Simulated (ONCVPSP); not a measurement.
**Ranking ONCV potentials for nitrogen (N)**

All share these settings but for the change named:

```json
{
  "Element": "nitrogen",
  "Generator": "ONCVPSP 4.0.1",
  "Type": "optimised norm-conserving Vanderbilt (ONCV)",
  "Functional": "PBE",
  "Relativity": "scalar-relativistic",
  "Frozen core": "[He]",
  "Valence charge": "5",
  "Reference configuration": "2s2 2p3",
  "Partial waves": "2s: rc 1.10 bohr, ncon 4, nbas 7, qcut 7 1/bohr, 2 projectors, debl 3.1 Ha; 2p: rc 2.05 bohr, ncon 4, nbas 8, qcut 6.4 1/bohr, 2 projectors, debl 3.4 Ha; d scattering state at 0.33 Ha: rc 1.75 bohr, ncon 4, nbas 8, qcut 5.3 1/bohr, 2 projectors, debl 3.6 Ha",
  "Local potential": "polynomial inside 0.95 bohr (lpopt 5, dvloc0 6 Ha)",
  "Core correction": "polynomial model core, fcfact 0.4"
}
```

Cutoff: the first of the cutoffs (Ha) at which the residual kinetic energy of the hardest occupied pseudo-wave falls to 1 and 0.1 mHa per electron; the density cutoff is not measured.

The base gives 24 Ha.

Of 8 variants that were run, those that failed, showed a ghost or another fault, or gave nearly equal values are left out.

A variant can come out equal or close to the base.

(1) Rank these variants from softest to hardest (loose cutoff).
A. s: qcut 6.3; p: qcut 5.8; d: qcut 4.8
B. s: qcut 10.1; p: qcut 9.3; d: qcut 7.7
C. s: qcut 5.3; p: qcut 4.8; d: qcut 4
D. s: qcut 7.6; p: qcut 6.9; d: qcut 5.7

## Answers

(1) D (25 Ha), B (31 Ha), A (37 Ha), C (74 Ha).
